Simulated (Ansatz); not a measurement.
Start from `OC[Si](O)(O)O` and change one atom or group to get `BO[Si](O)(O)O`.

Ansatz, PBE0-D4/def2-TZVP geometries, multiplicity 1. Each molecule was computed in one conformer, which needn't be the lowest.

```
                                        property  `OC[Si](O)(O)O`
size of the dipole moment (B3LYP/def2-TZVPP) / D             2.54
           LUMO energy (ωB97M-V/def2-TZVPP) / eV             1.82
             HOMO–LUMO gap (PBE/def2-TZVPP) / eV             5.38
              HOMO energy (PBE0/def2-TZVPP) / eV            -7.44
             LUMO energy (B3LYP/def2-TZVPP) / eV             0.01
         HOMO–LUMO gap (ωB97M-V/def2-TZVPP) / eV            11.65
```

Question: Give the same properties after the change, and the shifts. (Estimate.)

Answer: The calculation gave: 
```json
{"property": "size of the dipole moment (B3LYP/def2-TZVPP) / D", "`BO[Si](O)(O)O`": "1.48", "shift": "-1.06"}
{"property": "LUMO energy (ωB97M-V/def2-TZVPP) / eV", "`BO[Si](O)(O)O`": "1.29", "shift": "-0.53"}
{"property": "HOMO–LUMO gap (PBE/def2-TZVPP) / eV", "`BO[Si](O)(O)O`": "5.37", "shift": "-0.01"}
{"property": "HOMO energy (PBE0/def2-TZVPP) / eV", "`BO[Si](O)(O)O`": "-8.50", "shift": "-1.06"}
{"property": "LUMO energy (B3LYP/def2-TZVPP) / eV", "`BO[Si](O)(O)O`": "-0.86", "shift": "-0.87"}
{"property": "HOMO–LUMO gap (ωB97M-V/def2-TZVPP) / eV", "`BO[Si](O)(O)O`": "12.16", "shift": "0.51"}
```

With PBE0 the HOMO falls by 1.06 eV and the LUMO falls by 1.01 eV, so the gap widens by about 0.05 eV. PBE moves the HOMO by -1.14 eV and ωB97M-V by -1.04 eV. Dipoles are sizes alone; their direction can turn.

B3LYP here is the variant with VWN-RPA as its local correlation; programs differ in this.
